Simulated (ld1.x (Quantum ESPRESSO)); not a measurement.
## Scattering properties, ultrasoft potential for arsenic (As)

ld1.x (Quantum ESPRESSO) 7.5 input, shortened:

```
&input
   title='As', zed=33., rel=1, dft='PZ', iswitch=3,
   config='[Ar] 3d10 4s1.75 4p3.25 4d-2'
 /
 &inputp
   pseudotype=3, tm=.true., lloc=-1, rcloc=1.50,
   nlcc=.true., rcore=1.40,
   which_augfun='PSQ', rmatch_augfun_nc=.true.
 /
5
4S  1  0   1.75   0.00  1.60  1.85  0.0
4S  1  0   0.00  -0.80  1.60  1.85  0.0
4P  2  1   3.25   0.00  1.45  1.65  0.0
4P  2  1   0.00   1.50  1.45  1.65  0.0
4D  3  2  -2.00   0.10  1.35  1.50  0.0
 &test
   configts(1)='4s1.75 4p3.25'
 /
```

The phase is arctan(r·u′/u) with u = r·R(r), unwrapped; energies in Ry, scanned from -3 to 5 Ry. A pole is an energy at which the radial function vanishes at the test radius. The pseudo phase is shifted by a multiple of π to meet the all-electron one at the reference energy, and phase errors are pseudo minus all-electron; the curves can meet again beyond the range given. Levels narrower than the energy grid can be missing from the lists of poles.

For each channel, where are the poles, and over which energies does the pseudopotential scatter like the atom?

```csv
channel,radius (bohr),reference energy (Ry),"poles, all-electron","poles, pseudo",unbroken range about the reference energy with phases within 0.05 rad,phase error 1 Ry above the reference energy (rad)
s,2.01,-1.10,1.37,1.36,below 4.3,-0.000
p,2.01,-0.41,2.94,2.93,the whole range,+0.000
d,2.01,0.10,-2.97,1.93,-2.4 to 0.8,-0.247
```

Phases in the s channel:

```json
{"E (Ry)": "-3.00", "all-electron": "1.079", "pseudo": "1.078"}
{"E (Ry)": "-2.76", "all-electron": "1.020", "pseudo": "1.019"}
{"E (Ry)": "-2.52", "all-electron": "0.940", "pseudo": "0.939"}
{"E (Ry)": "-2.28", "all-electron": "0.828", "pseudo": "0.827"}
{"E (Ry)": "-2.04", "all-electron": "0.662", "pseudo": "0.662"}
{"E (Ry)": "-1.80", "all-electron": "0.413", "pseudo": "0.412"}
{"E (Ry)": "-1.56", "all-electron": "0.054", "pseudo": "0.054"}
{"E (Ry)": "-1.32", "all-electron": "-0.365", "pseudo": "-0.365"}
{"E (Ry)": "-1.08", "all-electron": "-0.725", "pseudo": "-0.725"}
{"E (Ry)": "-0.84", "all-electron": "-0.976", "pseudo": "-0.976"}
{"E (Ry)": "-0.60", "all-electron": "-1.143", "pseudo": "-1.143"}
{"E (Ry)": "-0.36", "all-electron": "-1.257", "pseudo": "-1.257"}
{"E (Ry)": "-0.12", "all-electron": "-1.338", "pseudo": "-1.338"}
{"E (Ry)": "0.12", "all-electron": "-1.399", "pseudo": "-1.399"}
{"E (Ry)": "0.36", "all-electron": "-1.446", "pseudo": "-1.446"}
{"E (Ry)": "0.60", "all-electron": "-1.484", "pseudo": "-1.485"}
{"E (Ry)": "0.84", "all-electron": "-1.516", "pseudo": "-1.516"}
{"E (Ry)": "1.08", "all-electron": "-1.543", "pseudo": "-1.544"}
{"E (Ry)": "1.32", "all-electron": "-1.566", "pseudo": "-1.567"}
{"E (Ry)": "1.56", "all-electron": "-1.587", "pseudo": "-1.589"}
{"E (Ry)": "1.80", "all-electron": "-1.607", "pseudo": "-1.608"}
{"E (Ry)": "2.04", "all-electron": "-1.625", "pseudo": "-1.627"}
{"E (Ry)": "2.28", "all-electron": "-1.641", "pseudo": "-1.644"}
{"E (Ry)": "2.52", "all-electron": "-1.658", "pseudo": "-1.661"}
{"E (Ry)": "2.76", "all-electron": "-1.674", "pseudo": "-1.678"}
{"E (Ry)": "3.00", "all-electron": "-1.690", "pseudo": "-1.696"}
{"E (Ry)": "3.24", "all-electron": "-1.706", "pseudo": "-1.715"}
{"E (Ry)": "3.48", "all-electron": "-1.722", "pseudo": "-1.735"}
{"E (Ry)": "3.72", "all-electron": "-1.739", "pseudo": "-1.758"}
{"E (Ry)": "3.96", "all-electron": "-1.758", "pseudo": "-1.786"}
{"E (Ry)": "4.20", "all-electron": "-1.778", "pseudo": "-1.821"}
{"E (Ry)": "4.44", "all-electron": "-1.800", "pseudo": "-1.875"}
{"E (Ry)": "4.68", "all-electron": "-1.824", "pseudo": "-1.974"}
{"E (Ry)": "4.92", "all-electron": "-1.851", "pseudo": "-2.298"}
```
